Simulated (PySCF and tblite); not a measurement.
C6H9F3O, numbered as in [F:1][C:2]([F:3])([F:4])[C@@H:5]1[CH2:6][CH2:7][CH2:8][CH2:9][O:10]1.

Free energies: PBE0-D3(BJ)/def2-SVPD on PBE0-D3(BJ)/def2-SVP structures plus GFN2-xTB thermal terms, symmetry and mirror images included. Conformers within 4 kcal/mol (GFN2-xTB free energy) were kept, 5 at most. Couplings: B3LYP/pcSseg-1 with pcJ-1 on H, F (gas phase; spin-dipole term only for pairs with B, N, F, Si or P). Couplings are for ¹⁹F, ¹H. Of two unlike H on one atom, a is the less shielded (PBE0/pcSseg-1). (PySCF 2.14, tblite 0.8.)

The 6-ring runs over atoms 5–6–7–8–9–10.

```csv
conformer,shape,weight %
1,6-ring chair (all substituents equatorial),97.0
2,6-ring chair (C2 axial),2.9
3,"6-ring twist-boat (ring torsions 62, -25, -36, 66, -27, -36°)",0.1
4,"6-ring between boat and twist-boat (ring torsions 49, -62, 19, 40, -54, 6°)",0.0
```

Question: Give the couplings in each conformer and the averages at 298.15 K (pairs that fast motion interchanges averaged).

Answer: 
```csv
coupling,pairs,1,2,3,4,average (Hz)
"³J(F1,H5)",3,6.2,9.9,7.5,8.9,6.3
"⁴J(F1,H6b)",3,0.7,1.4,0.8,0.3,0.7
"⁵J(F1,H7b)",3,0.6,1.6,0.3,0.9,0.6
"⁵J(F1,H7a)",3,0.8,2.6,0.9,1.0,0.8
"³J(H5,H6b)",1,2.6,8.1,7.7,13.3,2.8
"³J(H5,H6a)",1,12.4,1.1,12.9,4.7,12.1
"⁴J(H5,H7a)",1,-0.7,-0.9,-0.7,-0.6,-0.7
"⁴J(H5,H9a)",1,-0.7,-1.0,-0.8,-0.8,-0.7
"²J(H6b,H6a)",1,-14.5,-15.9,-15.3,-15.3,-14.5
"³J(H6b,H7b)",1,4.5,5.7,3.6,6.3,4.5
"³J(H6b,H7a)",1,3.2,15.4,4.1,1.7,3.6
"⁴J(H6b,H8a)",1,-0.6,-0.6,-0.7,-0.2,-0.6
"⁴J(H6b,H8b)",1,1.3,0.0,0.8,2.4,1.3
"⁵J(H6b,H9a)",1,0.6,-0.3,0.0,0.0,0.5
"³J(H6a,H7b)",1,14.6,2.8,16.8,15.0,14.3
"³J(H6a,H7a)",1,4.7,4.8,3.7,6.8,4.7
"⁴J(H6a,H8b)",1,-0.6,-0.6,-0.7,-0.4,-0.6
"²J(H7b,H7a)",1,-14.9,-15.0,-15.2,-14.4,-14.9
"³J(H7b,H8a)",1,14.2,3.3,10.8,16.1,13.9
"³J(H7b,H8b)",1,4.4,4.5,11.4,3.4,4.4
"⁴J(H7b,H9a)",1,-0.6,-0.7,-0.5,-0.7,-0.6
"³J(H7a,H8a)",1,4.5,4.4,11.7,3.5,4.5
"³J(H7a,H8b)",1,3.1,14.7,0.6,4.2,3.4
"⁴J(H7a,H9b)",1,-0.7,-0.6,0.0,-0.8,-0.7
"⁴J(H7a,H9a)",1,1.6,0.0,-0.6,0.6,1.6
"²J(H8a,H8b)",1,-14.9,-14.8,-14.7,-14.7,-14.9
"³J(H8a,H9b)",1,13.3,1.8,0.5,11.1,12.9
"³J(H8a,H9a)",1,5.3,2.8,7.2,10.8,5.2
"³J(H8b,H9b)",1,2.5,5.7,10.6,10.9,2.6
"³J(H8b,H9a)",1,1.7,13.9,13.2,1.1,2.0
"²J(H9b,H9a)",1,-13.1,-13.2,-14.0,-12.3,-13.1
```

Computed couplings to fluorine can be off by tens of per cent at such levels.

F–F couplings are left out: such levels miss them by tens of Hz and can give the wrong sign.
